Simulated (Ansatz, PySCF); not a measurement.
Gas-phase reaction in SMILES: [SnH2] (SnH2) → [SnH2] (SnH2) as doublet, charge +1 + e-
Each molecule is optimised on its own at B3LYP-D3(BJ)/def2-TZVP (Ansatz, an electronic-structure program). Unstable Hartree-Fock reference: [SnH2] (SnH2).

Property: adiabatic ionisation energy (electronic energy difference), in eV. Valence correlation only, unless marked. Open shells are spin-unrestricted. Spin-orbit coupling is left out. Frozen are the shells of the preceding noble gas and the d and f shells that filled before the atom's block. In def2 rows, elements after Kr have scalar-relativistic effective core potentials. STO-3G rows are all-electron and non-relativistic. Basis-set limits of correlation are two-point, X^-3; Hartree-Fock from the larger set.

| level | program | adiabatic ionisation energy (eV) | minus last row |
|---|---|---|---|
| HF/def2-QZVPP | Ansatz | 7.59 | -0.96 |
| SVWN5/def2-TZVPD | Ansatz | 8.75 | 0.20 |
| PBE-D3(BJ)/def2-TZVPD | Ansatz + dftd3 | 8.56 | 0.01 |
| BLYP-D3(BJ)/def2-TZVPD | Ansatz + dftd3 | 8.56 | 0.01 |
| BP86-D4/def2-TZVPD | PySCF + dftd4 | 8.73 | 0.18 |
| TPSS/def2-TZVPD | PySCF | 8.56 | 0.01 |
| PBE0/STO-3G | Ansatz | 5.50 | -3.05 |
| PBE0/def2-SVP | Ansatz | 8.53 | -0.02 |
| PBE0/def2-TZVP | Ansatz | 8.54 | -0.01 |
| PBE0/def2-QZVPP | Ansatz | 8.54 | -0.01 |
| BHLYP-D3(BJ)/def2-TZVPD | Ansatz + dftd3 | 8.52 | -0.03 |
| B2GP-PLYP/def2-TZVPD | Ansatz | 8.49 | -0.06 |
| SCS-MP2/STO-3G | Ansatz | 4.43 | -4.12 |
| SCS-MP2/def2-QZVPPD | Ansatz | 8.45 | -0.10 |
| CCSD(T)/CBS(def2-TZVPPD,def2-QZVPPD) | Ansatz | 8.55 | 0.00 |
